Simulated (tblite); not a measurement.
Species: C₆H₈NSe (doublet state).
Atom-mapped SMILES: `[CH2:1]=[CH:2][CH2:3][C:4]1[CH2:5][CH:6]=[N:7][Se:8]1` (hydrogens: H9, H10 on C1; H11 on C2; H12, H13 on C3; H14, H15 on C5; H16 on C6)
Bond orders are those of one Lewis drawing.

Computed with GFN2-xTB (tblite), gas phase: L-BFGS steps from a force-field or distance-geometry start until the largest atomic force falls under 0.01 eV/Å.

Step 76: E = -623.3709 eV
```
atom  x, y, z in Å  |  force x, y, z in eV/Å
C1     -2.2105   -1.4060    0.1240    0.021  -0.014   0.028
C2     -1.7012   -0.2501   -0.2555    0.001   0.019  -0.012
C3     -0.5955   -0.1087   -1.2643   -0.020  -0.004  -0.001
C4      0.7147    0.1470   -0.5954    0.008  -0.014  -0.023
C5      0.8834    1.0114    0.6168   -0.005  -0.019  -0.007
C6      2.2853    0.7830    1.0812    0.036   0.037  -0.040
N7      3.0618   -0.0304    0.4899   -0.026  -0.005   0.003
Se8     2.2577   -0.8477   -0.9187    0.038  -0.010   0.062
H9     -1.8662   -2.3402   -0.2878    0.009   0.000  -0.039
H10    -2.9872   -1.4782    0.8665   -0.011   0.034   0.005
H11    -2.0496    0.6799    0.1756   -0.036  -0.031   0.017
H12    -0.5183   -1.0211   -1.8587   -0.010   0.029  -0.053
H13    -0.8407    0.7233   -1.9397   -0.023  -0.017   0.001
H14     0.7192    2.0785    0.4017    0.004  -0.018  -0.015
H15     0.1733    0.7478    1.4139    0.000   0.018   0.059
H16     2.6660    1.3206    1.9390    0.015  -0.005   0.016
```

Step 77: E = -623.3718 eV
```
atom  x, y, z in Å  |  force x, y, z in eV/Å
C1     -2.2138   -1.4144    0.1184    0.034   0.002   0.030
C2     -1.7010   -0.2562   -0.2498    0.035   0.039  -0.024
C3     -0.5966   -0.1059   -1.2602   -0.034  -0.006  -0.019
C4      0.7151    0.1465   -0.5936   -0.012  -0.019  -0.029
C5      0.8869    1.0199    0.6114   -0.005  -0.024  -0.013
C6      2.2859    0.7859    1.0802    0.047   0.010  -0.042
N7      3.0559   -0.0408    0.4977   -0.009   0.034   0.037
Se8     2.2508   -0.8621   -0.9056    0.028  -0.021   0.058
H9     -1.8728   -2.3448   -0.3054    0.000   0.003  -0.038
H10    -2.9871   -1.4927    0.8640   -0.004   0.036  -0.006
H11    -2.0393    0.6725    0.1919   -0.060  -0.046   0.026
H12    -0.5206   -1.0138   -1.8618   -0.008   0.034  -0.054
H13    -0.8414    0.7329   -1.9285   -0.036  -0.041   0.014
H14     0.7297    2.0856    0.3875    0.003  -0.001  -0.022
H15     0.1729    0.7675    1.4082   -0.003   0.015   0.073
H16     2.6676    1.3289    1.9342    0.024  -0.015   0.009
```

Task: Estimate the geometry and energy of step 78. (The exact step hangs on the optimiser's Hessian estimate; all steps are aligned on step 77, rigid shifts and turns removed.)

Result: E = -623.3732 eV, largest force 0.123 eV/Å
```
atom  x, y, z in Å  |  force x, y, z in eV/Å
C1     -2.2174   -1.4256    0.1111    0.049   0.024   0.023
C2     -1.7010   -0.2643   -0.2429    0.069   0.049  -0.030
C3     -0.5987   -0.1020   -1.2552   -0.036  -0.005  -0.040
C4      0.7154    0.1451   -0.5913   -0.030  -0.023  -0.031
C5      0.8916    1.0305    0.6042   -0.005  -0.026  -0.016
C6      2.2878    0.7912    1.0777    0.048  -0.032  -0.031
N7      3.0482   -0.0549    0.5091    0.018   0.092   0.080
Se8     2.2413   -0.8835   -0.8849    0.000  -0.037   0.043
H9     -1.8808   -2.3504   -0.3292   -0.015   0.012  -0.028
H10    -2.9871   -1.5114    0.8604    0.010   0.033  -0.022
H11    -2.0273    0.6617    0.2135   -0.085  -0.061   0.034
H12    -0.5244   -1.0022   -1.8685   -0.006   0.034  -0.048
H13    -0.8429    0.7460   -1.9130   -0.051  -0.059   0.028
H14     0.7428    2.0944    0.3691   -0.001   0.014  -0.033
H15     0.1738    0.7925    1.4020    0.002   0.012   0.079
H16     2.6709    1.3419    1.9266    0.034  -0.029  -0.007
```

The energy changes by -0.0014 eV. The first-order estimate −F·Δx gives -0.0018 eV and the mean of the old and new forces, exact on a quadratic surface, -0.0013 eV. The step makes an angle of 84° with the force vector and moves no atom by more than 0.031 Å.

What follows is the cost of the whole relaxation. On one thread, Arm Neoverse V1 (aarch64), shared host with 32 logical CPUs at a one-minute load of 16, this took 1.0 s wall.
